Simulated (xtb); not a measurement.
HF₂S (SMILES F[SH+]F), charge +1, singlet, from a rough starting geometry; GFN2-xTB in xtb 6.7.1.

Input for xtb:
```
$ xtb mol.xyz --gfn 2 --chrg 1 --opt vtight --json

# file mol.xyz
4

F     -1.15801850    -0.64152747    -0.15278064
S     -0.01148658     0.04705641     0.57976073
F      1.17107167    -0.57130706    -0.16258792
H      0.03799122     1.19738775    -0.30047973
```

The log (banner, timings and long lists left out):

```
   ID    Z sym.   atoms
    1    9 F      1, 3
    2   16 S      2
    3    1 H      4

           -------------------------------------------------
          |                Calculation Setup                |
           -------------------------------------------------

           -------------------------------------------------
          |                 G F N 2 - x T B                 |
           -------------------------------------------------

          ...................................................
          :                      SETUP                      :
          :.................................................:
          :  # basis functions                  19          :
          :  # atomic orbitals                  18          :
          :  # shells                            8          :
          :  # electrons                        20          :
          :  max. iterations                   250          :
          :  Hamiltonian                  GFN2-xTB          :
          :  restarted?                      false          :
          :  GBSA solvation                  false          :
          :  PC potential                    false          :
          :  electronic temp.          300.0000000     K    :
          :  accuracy                    1.0000000          :
          :  -> integral cutoff          0.2500000E+02      :
          :  -> integral neglect         0.1000000E-07      :
          :  -> SCF convergence          0.1000000E-05 Eh   :
          :  -> wf. convergence          0.1000000E-03 e    :
          :  Broyden damping             0.4000000          :
          :  net charge                          1          :
          :  unpaired electrons                  0          :
          ...................................................

 iter      E             dE          RMSdq      gap      omega  full diag
   1    -12.7093310 -0.127093E+02  0.106E+01    6.08       0.0  T
   2    -12.7240450 -0.147140E-01  0.453E+00    5.67       1.0  T
   3    -12.7255690 -0.152397E-02  0.160E+00    5.46       1.0  T
   4    -12.7260628 -0.493828E-03  0.392E-01    5.42       1.0  T
   5    -12.7260751 -0.122407E-04  0.110E-01    5.42       1.0  T
   6    -12.7260769 -0.177590E-05  0.331E-02    5.42       1.5  T
   7    -12.7260770 -0.103419E-06  0.413E-03    5.42      12.1  T
   8    -12.7260770 -0.135259E-08  0.272E-03    5.42      18.4  T
   9    -12.7260770 -0.226552E-08  0.917E-04    5.42      54.5  T
  10    -12.7260770 -0.159844E-09  0.223E-04    5.42     224.2  T

   *** convergence criteria satisfied after 10 iterations ***

         :::::::::::::::::::::::::::::::::::::::::::::::::::::
         ::                     SUMMARY                     ::
         :::::::::::::::::::::::::::::::::::::::::::::::::::::
         :: total energy             -12.706035494879 Eh    ::
         :: gradient norm              0.052559046329 Eh/a0 ::
         :: HOMO-LUMO gap              5.416480391552 eV    ::
         ::.................................................::
         :: SCC energy               -12.726076948056 Eh    ::
         :: -> isotropic ES            0.148159746926 Eh    ::
         :: -> anisotropic ES          0.008309370369 Eh    ::
         :: -> anisotropic XC         -0.002265824816 Eh    ::
         :: -> dispersion             -0.001088034561 Eh    ::
         :: repulsion energy           0.020041453177 Eh    ::
         :: add. restraining           0.000000000000 Eh    ::
         :: total charge               1.000000000000 e     ::
         :::::::::::::::::::::::::::::::::::::::::::::::::::::

      -----------------------------------------------------------
     |                   =====================                   |
     |                        A N C O P T                        |
     |                   =====================                   |
     |               Approximate Normal Coordinate               |
     |                Rational Function Optimizer                |
      -----------------------------------------------------------
      -----------------------------------------------------------
     |                   =====================                   |
     |                        A N C O P T                        |
     |                   =====================                   |
     |               Approximate Normal Coordinate               |
     |                Rational Function Optimizer                |
      -----------------------------------------------------------

          ...................................................
          :                      SETUP                      :
          :.................................................:
          :   optimization level         verytight          :
          :   max. optcycles                   200          :
          :   ANC micro-cycles                  20          :
          :   degrees of freedom                 6          :
          :.................................................:
          :   RF solver                   davidson          :
          :   write xtbopt.log                true          :
          :   linear?                        false          :
          :   energy convergence         0.1000000E-06 Eh   :
          :   grad. convergence          0.2000000E-03 Eh/α :
          :   maxmium RF displ.          1.0000000          :
          :   Hlow (freq-cutoff)         0.1000000E-01      :
          :   Hmax (freq-cutoff)         5.0000000          :
          :   S6 in model hess.         20.0000000          :
          ...................................................

generating ANC from exact Hessian ...
Using Lindh-Hessian (1995)
 Shifting diagonal of input Hessian by    0.0000000000000000
 Lowest  eigenvalues of input Hessian
    0.000000    0.000000    0.000000    0.000000    0.000000    0.000000
    0.072389    0.077304    0.322320    0.548759    1.960393    2.172318
[...]
 * total energy  :   -12.7060355 Eh     change       -0.1148415E-10 Eh
 * total energy  :   -12.7077786 Eh     change       -0.1743134E-02 Eh
 * total energy  :   -12.7085099 Eh     change       -0.7312977E-03 Eh
 * total energy  :   -12.7086530 Eh     change       -0.1430755E-03 Eh
 * total energy  :   -12.7086676 Eh     change       -0.1456283E-04 Eh
 * total energy  :   -12.7086682 Eh     change       -0.6785727E-06 Eh
 * total energy  :   -12.7086683 Eh     change       -0.8709432E-07 Eh
   *** GEOMETRY OPTIMIZATION CONVERGED AFTER 7 ITERATIONS ***
[...]
          :  restarted?                      false          :
          :  GBSA solvation                  false          :
          :  PC potential                    false          :
          :  electronic temp.          300.0000000     K    :
          :  accuracy                    1.0000000          :
          :  -> integral cutoff          0.2500000E+02      :
          :  -> integral neglect         0.1000000E-07      :
          :  -> SCF convergence          0.1000000E-05 Eh   :
          :  -> wf. convergence          0.1000000E-03 e    :
          :  Broyden damping             0.4000000          :
          :  net charge                          1          :
          :  unpaired electrons                  0          :
          ...................................................

 iter      E             dE          RMSdq      gap      omega  full diag
   1    -12.7242607 -0.127243E+02  0.493E-05    5.26       0.0  T
   2    -12.7242607 -0.150990E-12  0.287E-05    5.26    1742.2  T
   3    -12.7242607 -0.408562E-13  0.719E-06    5.26    6951.4  T

   *** convergence criteria satisfied after 3 iterations ***

         :::::::::::::::::::::::::::::::::::::::::::::::::::::
         ::                     SUMMARY                     ::
         :::::::::::::::::::::::::::::::::::::::::::::::::::::
         :: total energy             -12.708668330292 Eh    ::
         :: gradient norm              0.000059793988 Eh/a0 ::
         :: HOMO-LUMO gap              5.263087407838 eV    ::
         ::.................................................::
         :: SCC energy               -12.724260689590 Eh    ::
         :: -> isotropic ES            0.151532391865 Eh    ::
         :: -> anisotropic ES          0.007944191891 Eh    ::
         :: -> anisotropic XC         -0.001694968224 Eh    ::
         :: -> dispersion             -0.001080853793 Eh    ::
         :: repulsion energy           0.015592359298 Eh    ::
         :: add. restraining           0.000000000000 Eh    ::
         :: total charge               1.000000000000 e     ::
         :::::::::::::::::::::::::::::::::::::::::::::::::::::

           -------------------------------------------------
          |                Property Printout                |
           -------------------------------------------------

    * Orbital Energies and Occupations

         #    Occupation            Energy/Eh            Energy/eV
      -------------------------------------------------------------
         1        2.0000           -1.1338798             -30.8544
         2        2.0000           -1.0972565             -29.8579
         3        2.0000           -1.0148093             -27.6144
         4        2.0000           -0.8438423             -22.9621
         5        2.0000           -0.8347637             -22.7151
         6        2.0000           -0.8264732             -22.4895
         7        2.0000           -0.7987541             -21.7352
         8        2.0000           -0.7921466             -21.5554
         9        2.0000           -0.7901436             -21.5009
        10        2.0000           -0.7182443             -19.5444 (HOMO)
        11                         -0.5248294             -14.2813 (LUMO)
        12                         -0.5072342             -13.8025
        13                         -0.2987878              -8.1304
        14                         -0.2761823              -7.5153
        15                         -0.2704915              -7.3604
        16                         -0.2225788              -6.0567
        17                          0.2453128               6.6753
        18                          0.4732093              12.8767
      -------------------------------------------------------------
                  HL-Gap            0.1934149 Eh            5.2631 eV
             Fermi-level           -0.6215369 Eh          -16.9129 eV

     #   Z          covCN         q      C6AA      α(0)
     1   9 F        0.788    -0.209    11.332     3.976
     2  16 S        2.487     1.329    97.721    16.638
     3   9 F        0.788    -0.209    11.332     3.976
     4   1 H        0.911     0.090     1.884     2.147

 Mol. C6AA /au·bohr⁶  :        315.226369
 Mol. C8AA /au·bohr⁸  :      10133.783497
 Mol. α(0) /au        :         26.737620

Wiberg/Mayer (AO) data.
largest (>0.10) Wiberg bond orders for each atom

 ---------------------------------------------------------------------------
     #   Z sym  total        # sym  WBO       # sym  WBO       # sym  WBO
 ---------------------------------------------------------------------------
     1   9 F    1.226 --     2 S    1.169
     2  16 S    3.293 --     1 F    1.169     3 F    1.169     4 H    0.956
     3   9 F    1.226 --     2 S    1.169
     4   1 H    0.992 --     2 S    0.956
 ---------------------------------------------------------------------------

Topologies differ in total number of bonds
Writing topology from bond orders to xtbtopo.mol

molecular dipole:
                 x           y           z       tot (Debye)
 q only:        0.006       0.881       1.544
   full:        0.006       0.888       1.420       4.257
molecular quadrupole (traceless):
                xx          xy          yy          xz          yz          zz
 q only:       -2.872      -0.004       0.169       0.029      -0.092       2.703
  q+dip:       -3.693      -0.015       0.797       0.030      -0.937       2.896
   full:       -3.269      -0.011       0.766       0.029      -0.609       2.503

optimized geometry written to: xtbopt.xyz

           -------------------------------------------------
          | TOTAL ENERGY              -12.708668330292 Eh   |
          | GRADIENT NORM               0.000059793988 Eh/α |
          | HOMO-LUMO GAP               5.263087407838 eV   |
           -------------------------------------------------

normal termination of xtb
```
